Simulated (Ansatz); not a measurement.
One change: `C/N=C/[SeH]` becomes `C/N=C/N[SiH3]`.

Ansatz, PBE0-D4/def2-TZVP geometries, multiplicity 1. Each molecule was computed in one conformer, which needn't be the lowest.

Scalar relativity is left out up to krypton.

| property | `C/N=C/[SeH]` |
| --- | --- |
| LUMO energy (PBE0/def2-TZVPP) / eV | -0.28 |
| size of the dipole moment (B3LYP/def2-TZVPP) / D | 2.11 |
| HOMO energy (PBE/def2-TZVPP) / eV | -5.71 |
| HOMO energy (B3LYP/def2-TZVPP) / eV | -6.57 |
| size of the dipole moment (PBE/def2-TZVPP) / D | 2.00 |
| HOMO–LUMO gap (PBE0/def2-TZVPP) / eV | 6.51 |

Question: What does the change do to each property? (Best estimate.)

Answer: The calculation gave: 
```json
{"property": "LUMO energy (PBE0/def2-TZVPP) / eV", "`C/N=C/N[SiH3]`": "0.50", "shift": "0.78"}
{"property": "size of the dipole moment (B3LYP/def2-TZVPP) / D", "`C/N=C/N[SiH3]`": "2.24", "shift": "0.13"}
{"property": "HOMO energy (PBE/def2-TZVPP) / eV", "`C/N=C/N[SiH3]`": "-5.59", "shift": "0.12"}
{"property": "HOMO energy (B3LYP/def2-TZVPP) / eV", "`C/N=C/N[SiH3]`": "-6.57", "shift": "0.00"}
{"property": "size of the dipole moment (PBE/def2-TZVPP) / D", "`C/N=C/N[SiH3]`": "2.14", "shift": "0.14"}
{"property": "HOMO–LUMO gap (PBE0/def2-TZVPP) / eV", "`C/N=C/N[SiH3]`": "7.28", "shift": "0.77"}
```

Dipoles are sizes alone; their direction can turn.

B3LYP here is the variant with VWN-RPA as its local correlation; programs differ in this.

Spin–orbit coupling is left out; it splits and shifts lone-pair levels of the heavy atoms by tenths of an eV.
